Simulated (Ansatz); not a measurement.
CH9SbSi2 (`[SiH3]C[SiH2][SbH2]`), 13 atoms. Total charge 0; spin multiplicity 1. Correlated methods include outer-core shells of Sb, which these sets cover unevenly. Sb: def2 effective core potential. All runs use 4 threads of an Arm Neoverse V1 on a shared host. Correlated methods freeze the cores.

(1) Give the basis size and wall time and peak host memory of each of these runs in Ansatz. RKS ωB97M-V/def2-SVP energy; direct RPA on PBE orbitals/def2-TZVPP energy; RHF-MP2/def2-QZVPP energy; RHF-CCSD(T)/def2-TZVPP energy; RKS B3LYP-D4/def2-TZVPP energy and forces; RKS ωB97M-V/def2-QZVPP energy; RKS PBE-QIDH (frozen core)/def2-TZVPP energy; RKS PBE0-D4/def2-QZVPP energy; RKS B2PLYP (frozen core)/def2-TZVPP energy; RKS PBE0-D4/def2-SVP energy; RKS PBE0-D4/def2-TZVP relaxation (9 steps); RKS PBE-D4/def2-TZVPP energy and forces. (Best estimate.)

Answers

(1) The calculation gave: Other jobs shared the machine, so times are rough.

```
                                level                   job  functions  wall time  peak host memory (GiB)
                 RKS PBE0-D4/def2-SVP                energy        121      1.9 s                    0.62
                RKS PBE-D4/def2-TZVPP     energy and forces        291      4.5 s                    0.45
                 RKS ωB97M-V/def2-SVP                energy        121        8 s                    0.62
direct RPA on PBE orbitals/def2-TZVPP                energy        291        9 s                    0.83
              RKS B3LYP-D4/def2-TZVPP     energy and forces        291        9 s                       1
  RKS B2PLYP (frozen core)/def2-TZVPP                energy        291       10 s                    0.92
RKS PBE-QIDH (frozen core)/def2-TZVPP                energy        291       12 s                    0.92
               RKS PBE0-D4/def2-QZVPP                energy        549       15 s                     2.6
               RKS ωB97M-V/def2-QZVPP                energy        549       34 s                     2.9
                   RHF-MP2/def2-QZVPP                energy        549       42 s                     4.1
                RKS PBE0-D4/def2-TZVP  relaxation (9 steps)        209       61 s                    0.65
               RHF-CCSD(T)/def2-TZVPP                energy        291    6.9 min                     9.2
```

B3LYP here is the variant with VWN-RPA as its local correlation; programs differ in this.
